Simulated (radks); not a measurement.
Problem. All-electron atom: Sn33+ in [Ne] 3s2 3p5 (the NIST ground configuration). Method: Dirac Kohn-Sham, LDA (Slater exchange, Perdew-Wang correlation), spin-unpolarised, spherical densities, finite nucleus; open shells fill j = l - 1/2 first; Fermi nuclear charge, rms radius 4.6519 fm; computed with a radial shooting solver on a logarithmic mesh with Libxc functionals. Some entries of the table are withheld. Estimate them.

orbital,occ.,eigenvalue (hartree),r(max) (bohr),<r^2> (bohr^2)
1s1/2,2,-1128.932,0.01879,0.001145
2s1/2,2,(1),0.1059,0.01811
2p1/2,2,-213.6934,0.08144,(2)
2p3/2,4,-205.0721,0.08589,(3)
3s1/2,2,-83.41990,0.2893,0.1074
3p1/2,2,-79.81193,0.2732,(4)
3p3/2,3,-77.75897,0.2815,(5)
3d3/2,0,-72.33813,0.2215,0.08026
3d5/2,0,-71.86104,0.2237,0.08168
4s1/2,0,-42.77225,0.5866,0.3844

Solution. 
(1) 2s1/2 eigenvalue (hartree): -223.5864
(2) 2p1/2 <r^2> (bohr^2): 0.01343
(3) 2p3/2 <r^2> (bohr^2): 0.01466
(4) 3p1/2 <r^2> (bohr^2): 0.09919
(5) 3p3/2 <r^2> (bohr^2): 0.1046
